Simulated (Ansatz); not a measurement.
Basis-set series for CH₄FGa (`[CH3][GaH][F]`). Total charge 0; spin multiplicity 1. All single points use the PBE0-D4/def2-TZVP geometry.

```json
{"functional": "PBE0-D4", "basis": "def2-SVP", "functions": "80", "energy (Eh)": "-2064.49448", "HOMO (eV)": "-8.36", "LUMO (eV)": "-1.01"}
{"functional": "PBE0-D4", "basis": "def2-TZVPP", "functions": "166", "energy (Eh)": "-2064.91358", "HOMO (eV)": "-8.44", "LUMO (eV)": "-1.11"}
{"functional": "ωB97M-V", "basis": "def2-SVP", "functions": "80", "energy (Eh)": "-2064.72890", "HOMO (eV)": "-10.55", "LUMO (eV)": "0.73"}
{"functional": "ωB97M-V", "basis": "def2-TZVPP", "functions": "166", "energy (Eh)": "-2065.15318", "HOMO (eV)": "-10.66", "LUMO (eV)": "0.56"}
```

Question: Give the rows for def2-QZVPP. (An estimate is asked.)

Answer: Computed: 
| functional | basis | functions | energy (Eh) | HOMO (eV) | LUMO (eV) |
| --- | --- | --- | --- | --- | --- |
| PBE0-D4 | def2-QZVPP | 323 | -2064.96588 | -8.46 | -1.17 |
| ωB97M-V | def2-QZVPP | 323 | -2065.20374 | -10.68 | 0.35 |

Positive LUMOs are unbound and depend on the basis. Scalar relativity is left out up to krypton.
